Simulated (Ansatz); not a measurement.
Program: Ansatz. Geometries: PBE0-D4/def2-TZVP. ΔE: electronic, gas phase. CCSD(T)/CBS adds triple-zeta CCSD(T) − MP2 to the extrapolated MP2 energy (def2 sets, frozen cores). def2 core potentials past Kr. For Br, I outer-core shells are correlated without core-valence functions, which leaves a few kJ/mol of doubt a bond. Scalar relativity is left out up to krypton. Each species was taken in one conformer, which may not be the lowest.

`C=CBI` + HBr → `C=CBBr` + HI  (ligand exchange at a B–I bond)

| species | CCSD(T)/CBS(def2) energy (Eh) |
| --- | --- |
| `C=CBI` | -400.74733 |
| HBr | -2573.91920 |
| `C=CBBr` | -2676.63535 |
| HI | -298.03592 |

Work out ΔE.

ΔE = (-2676.63535) + (-298.03592) − (-400.74733) − (-2573.91920) = -0.00474 Eh = -3.0 kcal/mol.

Largest T1 diagnostic among the species: 0.012.

At CCSD(T), def2-SVP lies −0.8 kcal/mol from the extrapolated value and def2-TZVPP −0.4 kcal/mol. In def2-TZVPP, CCSD(T) changes the Hartree–Fock value by +1.3 kcal/mol (the triples alone add +0.4 kcal/mol) and MP2 by +2.2 kcal/mol.
